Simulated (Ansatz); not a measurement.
`[F][Cd][Cl]` + CH₃SH → `C[S][Cd][Cl]` + H–F at 700 K and 1 bar (ligand exchange at a Cd–F bond).

Computed with Ansatz on PBE0-D4/def2-TZVP structures; ΔE is electronic, products minus reactants. CCSD(T)/CBS adds triple-zeta CCSD(T) − MP2 to the extrapolated MP2 energy (def2 sets, frozen cores). This one scheme is used for every species. def2 core potentials past Kr. For Cd outer-core shells are correlated without core-valence functions, which leaves a few kJ/mol of doubt a bond. One conformer a species, not always the lowest.

```csv
species,CCSD(T)/CBS energy (Eh),H − E (kJ/mol),S (J/(mol·K))
`[F][Cd][Cl]`,-727.34376,44.7,331.0
CH₃SH,-438.22835,160.2,309.0
`C[S][Cd][Cl]`,-1065.19669,165.8,443.3
H–F,-100.39570,45.2,198.5
```

H − E and S are ideal-gas, rigid-rotor, harmonic terms from PBE0-D4/def2-TZVP, for one conformer and one mirror image of each species. 1 Eh = 2625.50 kJ/mol, R = 8.31446 J/(mol·K).

Question: By hand: ΔE, ΔH, ΔS and ΔG.

Answer: ΔE = (-1065.19669) + (-100.39570) − (-727.34376) − (-438.22835) = -0.02028 Eh = -53.2 kJ/mol. Δ(H − E) = 165.8 + 45.2 − 44.7 − 160.2 = 6.1, so ΔH = -47.1 kJ/mol. ΔS = 443.3 + 198.5 − 331.0 − 309.0 = 1.8 J/(mol·K). ΔG = -47.1 − 700 × (1.8)/1000 = -48.4 kJ/mol.

Question: By hand: the equilibrium constant, and the temperature at which ΔG would vanish if ΔH and ΔS stayed fixed.

Answer: log₁₀ K = −ΔG/(RT ln 10) = 3.6. ΔH and −TΔS have one sign here, so there is no such temperature.

The number of gas molecules stays the same, so ΔS is small and ΔH decides. A doubt of 5 kJ/mol in ΔE shifts log₁₀ K by 0.4 here. Other conformers and mirror images would add mixing entropy, several J/(mol·K) or more a flexible species. These are equilibria of isolated gas molecules and say nothing of rates. Largest T1 diagnostic: 0.015 (customary marks: 0.02 for closed shells, 0.045 for open ones).

ΔS is within the doubt of such terms, so its sign, and with it that verdict, could turn.
